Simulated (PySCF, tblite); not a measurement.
Isomers of C4H7N3O2Si, one GFN2-xTB conformer each. Single-point energies are computed at PBE0/pcSseg-1 (PySCF, gas phase, no added dispersion term), electronic only.

| SMILES | GFN2-xTB relative energy (kcal/mol) |
| --- | --- |
| Cc1ncnnc1O[SiH2]O | 0.0 |
| OCc1ncnnc1O[SiH3] | 38.4 |
| COc1ncnnc1O[SiH3] | 29.1 |
| COC(=O)c1ncn([SiH3])n1 | 35.6 |

Conformers: `[CH3:1][c:2]1[n:3][cH:4][n:5][n:6][c:7]1[O:8][SiH2:9][OH:10]` with N6–C7–O8–Si9 3°, C7–O8–Si9–O10 24°, O8–Si9–O10–H -31°; `[OH:1][CH2:2][c:3]1[n:4][cH:5][n:6][n:7][c:8]1[O:9][SiH3:10]` with H–O1–C2–C3 0°, O1–C2–C3–N4 0°, N7–C8–O9–Si10 0°; `[CH3:1][O:2][c:3]1[n:4][cH:5][n:6][n:7][c:8]1[O:9][SiH3:10]` with C1–O2–C3–N4 0°, N7–C8–O9–Si10 0°; `[CH3:1][O:2][C:3](=[O:4])[c:5]1[n:6][cH:7][n:8]([SiH3:9])[n:10]1` with C1–O2–C3–O4 0°, O2–C3–C5–N6 0°.

Task: What does PBE0/pcSseg-1 give for the same structures?

Result: 
| SMILES | PBE0/pcSseg-1 E (Eh) | PBE0/pcSseg-1 (kcal/mol) | GFN2-xTB (kcal/mol) | point group |
| --- | --- | --- | --- | --- |
| Cc1ncnnc1O[SiH2]O | -760.17149 | 0.0 | 0.0 | C1 |
| COC(=O)c1ncn([SiH3])n1 | -760.13056 | 25.7 | 35.6 | Cs |
| COc1ncnnc1O[SiH3] | -760.10528 | 41.5 | 29.1 | Cs |
| OCc1ncnnc1O[SiH3] | -760.10457 | 42.0 | 38.4 | Cs |

Both levels put the same isomer lowest; measured from each level's own lowest isomer, the values differ by up to 12.4 kcal/mol (COc1ncnnc1O[SiH3]: 29.1 against 41.5). Neighbours under 2.5 kcal/mol apart (COc1ncnnc1O[SiH3] and OCc1ncnnc1O[SiH3]) can change places with a better method, another conformer or zero-point energy.

Task: Which frontier levels, dipoles and rotational constants go with these structures?

Result: 
```csv
SMILES,"HOMO (eV, PBE0/pcSseg-1)",LUMO (eV),dipole (D),"A, B, C (MHz)"
Cc1ncnnc1O[SiH2]O,-7.13,-2.03,2.57,"2166, 868.6, 634.8"
COC(=O)c1ncn([SiH3])n1,-8.00,-1.13,3.54,"3855, 562.3, 495.1"
COc1ncnnc1O[SiH3],-7.06,-1.53,2.78,"1832, 905.4, 612.6"
OCc1ncnnc1O[SiH3],-7.31,-2.16,1.58,"1794, 875.5, 594.6"
```

Task: What happens when harmonic zero-point energies from GFN2-xTB frequencies are added?

Result: 
| SMILES | ZPE (kcal/mol) | electronic (kcal/mol) | with ZPE (kcal/mol) |
| --- | --- | --- | --- |
| Cc1ncnnc1O[SiH2]O | 71.3 | 0.0 | 0.0 |
| COC(=O)c1ncn([SiH3])n1 | 70.4 | 25.7 | 24.8 |
| COc1ncnnc1O[SiH3] | 70.4 | 41.5 | 40.6 |
| OCc1ncnnc1O[SiH3] | 69.8 | 42.0 | 40.5 |

The zero-point energies span 1.5 kcal/mol. The lowest isomer stays, but the order above it changes.
